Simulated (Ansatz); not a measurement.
One change: `C=NCN[SiH3]` becomes `C=NC`.

Ansatz, PBE0-D4/def2-TZVP geometries, multiplicity 1. Each molecule was computed in one conformer, which needn't be the lowest.

| property | `C=NCN[SiH3]` |
| --- | --- |
| size of the dipole moment (B3LYP/def2-TZVPP) / D | 1.04 |
| size of the dipole moment (ωB97M-V/def2-TZVPP) / D | 1.09 |
| HOMO energy (B3LYP/def2-TZVPP) / eV | -6.91 |
| HOMO–LUMO gap (B3LYP/def2-TZVPP) / eV | 6.14 |
| size of the dipole moment (PBE/def2-TZVPP) / D | 0.94 |
| HOMO–LUMO gap (PBE/def2-TZVPP) / eV | 4.15 |

Question: Give the same properties after the change, and the shifts. (Estimate.)

Answer: The calculation gave: 
```csv
property,`C=NC`,shift
size of the dipole moment (B3LYP/def2-TZVPP) / D,1.47,0.43
size of the dipole moment (ωB97M-V/def2-TZVPP) / D,1.51,0.42
HOMO energy (B3LYP/def2-TZVPP) / eV,-7.13,-0.22
HOMO–LUMO gap (B3LYP/def2-TZVPP) / eV,6.58,0.44
size of the dipole moment (PBE/def2-TZVPP) / D,1.36,0.42
HOMO–LUMO gap (PBE/def2-TZVPP) / eV,4.44,0.29
```

With PBE0 the HOMO falls by 0.22 eV and the LUMO rises by 0.23 eV, so the gap widens by about 0.45 eV. PBE moves the HOMO by -0.07 eV and ωB97M-V by -0.29 eV. Dipoles are sizes alone; their direction can turn.

B3LYP here is the variant with VWN-RPA as its local correlation; programs differ in this.
